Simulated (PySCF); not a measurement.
Si(All)(H)(Me)2, SMILES C=CC[SiH](C)C, GFN2-xTB optimised geometry.

```
18

Si    -0.28     0.32     0.00
C      1.62     0.32     0.00
C     -0.94     2.10     0.00
C     -0.90    -0.57    -1.58
C     -0.41    -1.97    -1.64
C      0.55    -2.40    -2.45
H     -0.78    -0.39     1.19
H      2.01    -0.69    -0.07
H      2.02     0.76     0.91
H      2.02     0.88    -0.84
H     -0.60     2.64     0.88
H     -2.02     2.13     0.00
H     -0.60     2.66    -0.87
H     -0.57    -0.02    -2.47
H     -1.99    -0.57    -1.58
H     -0.87    -2.66    -0.94
H      0.89    -3.42    -2.45
H      1.03    -1.74    -3.16
```

Density from B3LYP/def2-SVP (PySCF) at that geometry.

Minimum of the electron density along straight lines between bonded atoms, close to the bond critical point (lines longer than 1.1 times the sum of covalent radii, or with two minima, are not listed):

| bond | length / Å | ρ at the minimum / e bohr⁻³ | ∇²ρ there / e bohr⁻⁵ | position (fraction from the first atom) |
|---|---|---|---|---|
| Si1–C2 | 1.901 | 0.111 | 0.31 | 0.38 |
| Si1–C3 | 1.903 | 0.110 | 0.31 | 0.38 |
| Si1–C4 | 1.919 | 0.108 | 0.29 | 0.38 |
| C4–C5 | 1.486 | 0.260 | -0.61 | 0.49 |
| C5–C6 | 1.321 | 0.348 | -0.95 | 0.51 |
| Si1–H7 | 1.475 | 0.115 | 0.33 | 0.49 |
| C2–H8 | 1.086 | 0.273 | -0.99 | 0.63 |
| C2–H9 | 1.086 | 0.272 | -0.97 | 0.62 |
| C2–H10 | 1.087 | 0.272 | -0.97 | 0.62 |
| C3–H11 | 1.085 | 0.273 | -0.98 | 0.62 |
| C3–H12 | 1.086 | 0.273 | -0.97 | 0.62 |
| C3–H13 | 1.086 | 0.272 | -0.97 | 0.62 |
| C4–H14 | 1.091 | 0.272 | -0.96 | 0.62 |
| C4–H15 | 1.091 | 0.271 | -0.95 | 0.62 |
| C5–H16 | 1.083 | 0.283 | -1.07 | 0.63 |
| C6–H17 | 1.077 | 0.283 | -1.08 | 0.63 |
| C6–H18 | 1.078 | 0.282 | -1.07 | 0.63 |
